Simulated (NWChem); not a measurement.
Molecule: SeIBr; SMILES Br[Se]I

Computed with NWChem. Medium grid unless said otherwise, to which SCAN and Minnesota functionals are sensitive. The geometry was optimised at PBE0/def2-SVP. def2 effective core potentials on I; no spin-orbit coupling. Hybrids' shares of exact exchange are those that their runs print; pure functionals count as 0. The functionals differ in more than this share.

```csv
row,share of exact exchange,orbital gap (eV)
PBE/def2-SVP,0.00,1.52
TPSS/def2-SVP,0.00,1.68
TPSSh/def2-SVP,0.10,withheld
B3LYP/def2-SVP,0.20,3.02
PBE0/def2-SVP,0.25,3.46
M06/def2-SVP,0.27,3.71
PW6B95/def2-SVP,0.28,3.60
```

Task: Fit a straight line of the last column on the one before it, predict the withheld value, and compare with the run.

Result: 
1. Means of the 6 shown rows: x = 0.167, y = 2.832. Slope Σ(x − x̄)(y − ȳ)/Σ(x − x̄)² = 0.6470/0.08713 = 7.426; intercept 1.594.
2. The shown rows scatter about the line by 0.075 (root mean square); the largest residual is +0.11, at M06/def2-SVP.
3. At x = 0.10 (TPSSh/def2-SVP; inside the shown range) the line gives 2.34.
4. The run gives 2.44, +0.10 from the line, 1.3 times the scatter.
